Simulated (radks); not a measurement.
Values are calculated unless marked as measured or tabulated.
Neutral molybdenum inside a hard spherical wall (all orbitals vanish at R), configuration held at [Kr] 4d5 5s1 and not refilled when levels cross. Code: a radial shooting solver on a logarithmic mesh with Libxc functionals. Model: scalar-relativistic Kohn-Sham, r2SCAN, spin-polarised, spherical densities, finite nucleus; open shells are filled with parallel spins first (spin-orbit coupling, left out, can overturn this in heavy ions); meta-GGA in the generalised Kohn-Sham scheme; Fermi nuclear charge, rms radius 4.4091 fm. Eigenvalues in eV for spin up, with the zero of energy where the potential of the charges vanishes at infinity; a dash marks a level that is unbound or too diffuse for the functional's potential to be trusted. A positive occupied level is held by the wall or, in an anion where self-interaction has pushed it up, behind a barrier. The pressure on the wall is -dE/dV.

[
 {"R (bohr)": "free", "E (hartree)": "-4049.36168", "kinetic (hartree)": "4175.306", "e(4s)": "-66.838", "e(4p)": "-40.484", "e(5s)": "-4.881", "e(4d)": "-4.819", "e(5p, empty)": "-1.120", "e(6s, empty)": "-", "pressure (GPa)": "0"},
 {"R (bohr)": "20", "E (hartree)": "-4049.36168", "kinetic (hartree)": "4175.306", "e(4s)": "-66.838", "e(4p)": "-40.484", "e(5s)": "-4.881", "e(4d)": "-4.819", "e(5p, empty)": "-1.119", "e(6s, empty)": "-", "pressure (GPa)": "< 0.0001"},
 {"R (bohr)": "15", "E (hartree)": "-4049.36168", "kinetic (hartree)": "4175.306", "e(4s)": "-66.838", "e(4p)": "-40.484", "e(5s)": "-4.880", "e(4d)": "-4.819", "e(5p, empty)": "-1.114", "e(6s, empty)": "0.741", "pressure (GPa)": "< 0.0001"},
 {"R (bohr)": "12", "E (hartree)": "-4049.36164", "kinetic (hartree)": "4175.306", "e(4s)": "-66.835", "e(4p)": "-40.480", "e(5s)": "-4.878", "e(4d)": "-4.816", "e(5p, empty)": "-1.082", "e(6s, empty)": "1.498", "pressure (GPa)": "0.000641"},
 {"R (bohr)": "8", "E (hartree)": "-4049.35793", "kinetic (hartree)": "4175.337", "e(4s)": "-66.639", "e(4p)": "-40.286", "e(5s)": "-4.697", "e(4d)": "-4.643", "e(5p, empty)": "-0.544", "e(6s, empty)": "5.803", "pressure (GPa)": "0.161"},
 {"R (bohr)": "6", "E (hartree)": "-4049.32308", "kinetic (hartree)": "4175.540", "e(4s)": "-65.650", "e(4p)": "-39.321", "e(5s)": "-3.600", "e(4d)": "-3.788", "e(5p, empty)": "1.487", "e(6s, empty)": "14.965", "pressure (GPa)": "2.99"},
 {"R (bohr)": "5", "E (hartree)": "-4049.23345", "kinetic (hartree)": "4175.963", "e(4s)": "-64.039", "e(4p)": "-37.773", "e(5s)": "-1.439", "e(4d)": "-2.365", "e(5p, empty)": "4.825", "e(6s, empty)": "26.944", "pressure (GPa)": "14.9"},
 {"R (bohr)": "3.5", "E (hartree)": "-4048.43708", "kinetic (hartree)": "4179.077", "e(4s)": "-56.817", "e(4p)": "-30.935", "e(5s)": "12.829", "e(4d)": "4.954", "e(5p, empty)": "23.826", "e(6s, empty)": "81.253", "pressure (GPa)": "257"},
 {"R (bohr)": "3", "E (hartree)": "-4047.36717", "kinetic (hartree)": "4183.073", "e(4s)": "-51.050", "e(4p)": "-25.311", "e(5s)": "28.567", "e(4d)": "11.828", "e(5p, empty)": "42.984", "e(6s, empty)": "128.23", "pressure (GPa)": "845"},
 {"R (bohr)": "2.5", "E (hartree)": "-4044.55663", "kinetic (hartree)": "4193.321", "e(4s)": "-40.320", "e(4p)": "-14.195", "e(5s)": "63.260", "e(4d)": "25.943", "e(5p, empty)": "82.716", "e(6s, empty)": "217.13", "pressure (GPa)": "3410"},
 {"R (bohr)": "2", "E (hartree)": "-4035.86402", "kinetic (hartree)": "4222.602", "e(4s)": "-16.055", "e(4p)": "12.517", "e(5s)": "148.41", "e(4d)": "59.382", "e(5p, empty)": "174.75", "e(6s, empty)": "407.21", "pressure (GPa)": "17700"}
]
